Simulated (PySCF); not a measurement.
SnFI3, SMILES [F][Sn]([I])([I])[I]. Atoms are numbered in the order given.

```xyz
5

F      0.0000     0.0000     2.4185
Sn     0.0000     0.0000     0.4774
I      2.2346     1.2902    -0.2870
I      0.0000    -2.5803    -0.2870
I     -2.2346     1.2902    -0.2870
```

The structure is a stationary point at B3LYP-D3(BJ)/def2-SVP. The structure was generated by enumeration; whether it is a known compound was not checked. The def2 effective core potentials stand for the cores of I, Sn; spin–orbit coupling is left out.

All values below come from HF/def2-TZVP in PySCF.

ESP charges are fitted to the potential on shells at 1.4 to 2.0 van der Waals radii. Atomic charges (e):

```json
[
 {"atom": "F1", "Mulliken": "(withheld)", "Löwdin": "-0.34", "ESP fit": "-0.21"},
 {"atom": "Sn2", "Mulliken": "(withheld)", "Löwdin": "-0.03", "ESP fit": "0.13"},
 {"atom": "I3", "Mulliken": "(withheld)", "Löwdin": "0.12", "ESP fit": "0.03"},
 {"atom": "I4", "Mulliken": "(withheld)", "Löwdin": "0.12", "ESP fit": "0.03"},
 {"atom": "I5", "Mulliken": "(withheld)", "Löwdin": "0.12", "ESP fit": "0.03"}
]
```

Task: What belongs in the gaps? (The exact figures need the calculation; the answer reports its results.)

Result: 
- F1, Mulliken: -0.57
- Sn2, Mulliken: 1.22
- I3, Mulliken: -0.22
- I4, Mulliken: -0.22
- I5, Mulliken: -0.22
